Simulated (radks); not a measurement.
The numbers below are computed, except where a source is named.
All-electron atom: Tm IV in [Xe] 4f12. Level of theory: Dirac Kohn-Sham, LDA (Slater exchange, Perdew-Wang correlation), spin-unpolarised, spherical densities, point nucleus; open shells fill j = l - 1/2 first (a radial shooting solver on a logarithmic mesh with Libxc functionals).

Unscreened Slater integrals over Kohn-Sham orbitals (eV). Large and small components are both included.

integral,value
"F0(4f7/2,4f7/2)",33.684
"F2(4f7/2,4f7/2)",15.774
"F4(4f7/2,4f7/2)",9.8502
"F6(4f7/2,4f7/2)",7.0733
"F0(4f7/2,4f5/2)",33.963
"F2(4f7/2,4f5/2)",15.918
"F4(4f7/2,4f5/2)",9.9431
"G2(4f7/2,4f5/2)",15.873
"G4(4f7/2,4f5/2)",9.9161
"G6(4f7/2,4f5/2)",7.1218
"F0(4f7/2,5p3/2)",20.521
"F2(4f7/2,5p3/2)",6.8181
"G2(4f7/2,5p3/2)",3.4686
"G4(4f7/2,5p3/2)",2.6818
"F0(4f7/2,5p1/2)",21.750
"G4(4f7/2,5p1/2)",3.1589
"F0(4f5/2,4f5/2)",34.248
"F2(4f5/2,4f5/2)",16.068
"F4(4f5/2,4f5/2)",10.040
"F0(4f5/2,5p3/2)",20.586
"F2(4f5/2,5p3/2)",6.7525
"G2(4f5/2,5p3/2)",3.3672
"G4(4f5/2,5p3/2)",2.6155
"F0(4f5/2,5p1/2)",21.825
"G2(4f5/2,5p1/2)",4.0350
"F0(5p3/2,5p3/2)",16.993
"F2(5p3/2,5p3/2)",9.1554
"F0(5p3/2,5p1/2)",17.572
"G2(5p3/2,5p1/2)",9.3281
"F0(5p1/2,5p1/2)",18.238
